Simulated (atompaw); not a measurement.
Reading a pseudo-wave (vanadium (V))

Columns: radius, all-electron u(r) and pseudo u(r) of the 4s shell (level -4.70 eV) of vanadium in the configuration [Ar] 3d3 4s2 4p0; PBE, scalar-relativistic, PAW (atompaw) scheme, atompaw 4.2.0.5.

| r (bohr) | all-electron | pseudo |
| --- | --- | --- |
| 0.115 | 0.0635 | 0.0395 |
| 0.231 | 0.1529 | 0.0791 |
| 0.346 | 0.0324 | 0.1181 |
| 0.462 | -0.1231 | 0.1569 |
| 0.577 | -0.2270 | 0.1947 |
| 0.692 | -0.2640 | 0.2317 |
| 0.808 | -0.2441 | 0.2681 |
| 0.923 | -0.1857 | 0.3029 |
| 1.038 | -0.1051 | 0.3365 |
| 1.154 | -0.0139 | 0.3690 |
| 1.269 | 0.0778 | 0.3995 |
| 1.385 | 0.1661 | 0.4286 |
| 1.500 | 0.2464 | 0.4556 |
| 1.615 | 0.3179 | 0.4806 |
| 1.731 | 0.3807 | 0.5037 |
| 1.846 | 0.4337 | 0.5244 |
| 1.962 | 0.4783 | 0.5429 |
| 2.077 | 0.5144 | 0.5588 |
| 2.192 | 0.5430 | 0.5722 |
| 2.308 | 0.5652 | 0.5832 |
| 2.423 | 0.5811 | 0.5914 |
| 2.538 | 0.5918 | 0.5970 |
| 2.654 | 0.5977 | 0.5999 |
| 2.769 | 0.5994 | 0.6001 |
| 2.885 | 0.5974 | 0.5975 |
| 3.000 | 0.5922 | 0.5922 |

Question: How many radial nodes do the two functions have?

Answer: The all-electron 4s function has n − l − 1 = 3 (the table is too coarse to show those close to the nucleus); the pseudo-wave has 0, since the states of the same l below it are removed with the core.

Question: Where does each function peak?

Answer: Outermost all-electron maximum near 2.77 bohr, pseudo maximum near 2.77 bohr (to the table’s step).

Question: Is the pseudo-wave norm-conserving?

Answer: No, it belongs to a PAW set: the norm inside the radius is not constrained, and the difference is carried by the augmentation charge.
